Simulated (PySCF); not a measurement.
Computed IR spectrum (relative IR intensity) of a molecule C2H7NSi. The structure is a stationary point at PBE0-D3(BJ)/def2-SVP. One conformer was computed; it need not be the lowest. Calculation: PBE0-D3(BJ)/def2-SVP (PySCF). Frequencies are harmonic and unscaled.

Lines under 2 % of the strongest are left out, and lines within 2 cm⁻¹ are merged.

ν (cm⁻¹): 176 (vw), 408 (w), 543 (s), 637 (s), 778 (s), 835 (w), 845 (m), 870 (w), 953 (s), 1007 (w), 1099 (w), 1135 (m), 1153 (vw), 1176 (w), 1239 (w), 1398 (w), 1483 (vw), 2225 (vs), 2243 (vs), 2979 (s), 2986 (s), 3107 (m), 3550 (vw) (against the strongest line: vs over 80 %, s over 45 %, m over 15 %, w over 4 %, vw less)

**Question.** Which molecule gave these data?
A. CN(C)[SiH]
B. C=C[SiH2]N
C. C/C=N\[SiH3]
D. C1NC[SiH2]1

**Answer.** D, C1NC[SiH2]1
